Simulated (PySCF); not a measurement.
**UHF on Mn²⁺ (manganese, charge +2)**

Configuration: [Ar] 3d5, high-spin 6S determinant. All numbers are calculated (PySCF 2.14, the spin-free X2C one-electron Hamiltonian (Gaussian nucleus), in aug-cc-pVDZ-DK (7s6p4d2f, 59 functions)).

```
Total energy                        : -1156.613751 hartree
One-electron energy                 : -1579.2001 hartree
Hartree (Coulomb) energy            : 473.8023 hartree
Exchange energy                     : -51.2159 hartree
⟨S²⟩                                : 8.7505
⟨L²⟩                                : 0.000
Sum of ⟨r⟩                          : 14.86 bohr
Sum of ⟨r²⟩                         : 15.96 bohr²
Langevin diamagnetic susceptibility : -12.6 ×10⁻⁶ cm³/mol
Time after the integrals            : 0.34 s of wall time on 1 thread of Neoverse-N1 (shared host)
```

```json
{"shell": "1s α", "electrons": "1", "mean orbital energy (hartree)": "-243.12678", "rms radius, mean of both spins (bohr)": "0.0703"}
{"shell": "1s β", "electrons": "1", "mean orbital energy (hartree)": "-243.12461", "rms radius, mean of both spins (bohr)": "0.0703"}
{"shell": "2s α", "electrons": "1", "mean orbital energy (hartree)": "-30.23020", "rms radius, mean of both spins (bohr)": "0.302"}
{"shell": "2s β", "electrons": "1", "mean orbital energy (hartree)": "-30.09601", "rms radius, mean of both spins (bohr)": "0.302"}
{"shell": "2p α", "electrons": "3", "mean orbital energy (hartree)": "-25.59018", "rms radius, mean of both spins (bohr)": "0.273"}
{"shell": "2p β", "electrons": "3", "mean orbital energy (hartree)": "-25.45502", "rms radius, mean of both spins (bohr)": "0.273"}
{"shell": "3s α", "electrons": "1", "mean orbital energy (hartree)": "-4.73141", "rms radius, mean of both spins (bohr)": "0.917"}
{"shell": "3s β", "electrons": "1", "mean orbital energy (hartree)": "-4.32060", "rms radius, mean of both spins (bohr)": "0.917"}
{"shell": "3p α", "electrons": "3", "mean orbital energy (hartree)": "-3.39172", "rms radius, mean of both spins (bohr)": "0.986"}
{"shell": "3p β", "electrons": "3", "mean orbital energy (hartree)": "-2.89256", "rms radius, mean of both spins (bohr)": "0.986"}
{"shell": "3d α", "electrons": "5", "mean orbital energy (hartree)": "-1.28187", "rms radius, mean of both spins (bohr)": "1.25"}
```

Densities and radii are taken from the X2C orbitals without a picture-change correction, which distorts them close to the nucleus.
